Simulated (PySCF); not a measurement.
Trends in electronic spectra. Method: TDDFT PBE0/def2-SVPD, vertical, gas phase, core orbitals frozen in the response in PySCF 2.14.0, density-fitted response routines. Geometries: GFN2-xTB; one conformer of each isolated species. Triplets are in the Tamm–Dancoff approximation.

Task: Rank by computed S1–T1 gap, highest first.
A. `CC(=O)n1c(F)cnc1Cl`
B. `C=CCC#CC(=O)O`
C. `C[C@@H]1CCCO1`
D. `C1C(C)(C)CO1`
E. `C#CC(=C)OC(C)=O`
F. `O=C1CC=C(C(F)(F)F)O1`
G. `CC/C=C/CO`

Result: G (2.18 eV), E (1.98 eV), F (1.66 eV), A (1.06 eV), B (0.43 eV), D (0.27 eV), C (0.10 eV).

| SMILES | S1−T1 (eV) | S1 (eV) | T1 (eV) | S1 mainly | T1 mainly | f(S1) |
| --- | --- | --- | --- | --- | --- | --- |
| CC/C=C/CO | 2.18 | 6.60 | 4.42 | H→L (49%) | H→L (82%) | 0.121 |
| C#CC(=C)OC(C)=O | 1.98 | 5.39 | 3.40 | H→L (48%) | H→L (92%) | 0.065 |
| O=C1CC=C(C(F)(F)F)O1 | 1.66 | 5.53 | 3.87 | H-1→L (79%) | H→L (86%) | 0.001 |
| CC(=O)n1c(F)cnc1Cl | 1.06 | 4.49 | 3.43 | H→L (99%) | H→L (90%) | 0.051 |
| C=CCC#CC(=O)O | 0.43 | 4.81 | 4.38 | H→L (68%) | H→L (64%) | 0.001 |
| CC1(C)COC1 | 0.27 | 6.74 | 6.47 | H→L (97%) | H→L+1 (63%) | 0.026 |
| C[C@@H]1CCCO1 | 0.10 | 6.70 | 6.59 | H→L (97%) | H→L (95%) | 0.011 |

H and L stand for HOMO and LUMO. For `O=C1CC=C(C(F)(F)F)O1` and `CC1(C)COC1` the leading configurations of S1 and T1 differ. Singlets come from full response and triplets from the Tamm–Dancoff approximation.

Without π bonds the low states may be Rydberg-like; a valence basis with one diffuse set may place them up to an eV too high.
